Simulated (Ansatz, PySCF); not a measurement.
H$_{2}$Zn, charge +1, doublet, geometry from GFN2-xTB (such geometries of metal compounds can be far from the true shape) (a state made from the parent by changing its charge; the spin is typed, not shown lowest). Base run: PBE/6-31G** run with PySCF.

Here is a job for PySCF.
```python
from pyscf import gto, scf, dft

mol = gto.M(
    atom='''
Zn    0.00000000    0.00000000    0.00000000
H    -0.00000000   -0.00000000   -1.56522249
H     0.00000000    0.00000000    1.56522249
''',
    basis='6-31g**',
    charge=1,
    spin=1,
    verbose=4,
)

mf = dft.UKS(mol)
mf.xc = 'pbe'
mf.kernel()
```

The same geometry, method and basis name were run in Ansatz (an electronic-structure program) and PySCF, at each program's defaults and at the settings that a row names. The base is PySCF at its defaults. Differences at the defaults can come from grids, fitting, cores and function types together.

```
code and settings                                                               ΔE vs base (µEh)  basis functions       E (Eh)  SCF cycles
------------------------------------------------------------------------------  ----------------  ---------------  -----------  ----------
PySCF, defaults (exact integrals, its default grid, spherical functions)                     0.0               44  -1779.55244           9
Ansatz, defaults (factorised integrals, its default grid, Cartesian functions)             -6410               46  -1779.55885           -
PySCF, density fitting with def2-universal-jkfit                                           -79.7               44  -1779.55252           9
PySCF, fine grid                                                                             0.0               44  -1779.55244           9
Ansatz, high accuracy, Cartesian functions as the basis file defines them                  -6410               46  -1779.55885           -
```

Open shells are given as the SCF converged; they aren't shown to be the lowest states, and a large step between rows can be another state.
